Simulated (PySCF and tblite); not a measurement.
The numbers below are computed, except where a source is named.
System: C3H3BrO2, numbered as in [O:1]=[CH:2]/[C:3]([Br:4])=[CH:5]\[OH:6].

Motion: rotation about the C2–C3 bond (torsion O1–C2–C3–Br4 from -180° to 0°, rising). GFN2-xTB gives an electronic barrier of 15.7 kcal/mol and a reaction energy of 9.2 kcal/mol.

Spin–orbit effects of heavy atoms on shieldings are missing.

What does BHandHLYP/pcSseg-1 + D3(BJ) give on PBE0-D3(BJ)/def2-SVP geometries?

A barrier of 19.0 kcal/mol, 3.2 above the tight-binding barrier (from unrounded values), a reaction energy of 10.7 kcal/mol and, with GFN2-xTB thermal terms, ΔG‡(298 K) = 18.1 kcal/mol and k = 0.67 s⁻¹ (2 equivalent paths).

And the level of the geometries itself, PBE0-D3(BJ)/def2-SVP?

22.5 kcal/mol.

Programs: tblite and PySCF.
